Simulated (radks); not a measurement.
Species: C4+. Configuration: 1s1.75 2s0.25 (fractional occupations, a model configuration).

Calculated with a radial shooting solver on a logarithmic mesh with Libxc functionals: Dirac Kohn-Sham, PBEsol, spin-unpolarised, spherical densities, finite nucleus; Fermi nuclear charge, rms radius 2.4702 fm.

Energy parts (eV):
total: -804.049
kinetic: 803.436
electron-nucleus: -1688.577
Hartree: 161.305
exchange-correlation: -80.213

Orbitals (lengths in bohr, moments of r in powers of bohr):
orbital,occ.,eigenvalue (eV),<r^4>
1s1/2,1.75,-369.9465,0.02323
2s1/2,0.25,-73.8963,4.613
2p1/2,0,-67.3053,3.639
2p3/2,0,-67.2782,3.645

The highest occupied level is 2s1/2 at -73.896 eV. The density falls to 0.001 e/bohr^3 at r = 1.97 bohr. Summed over all electrons, <r^2> = 0.5810 bohr^2, which gives a Langevin (diamagnetic) susceptibility term of -0.46 x 10^-6 cm^3/mol. The electron density at the nucleus is 113 e/bohr^3.
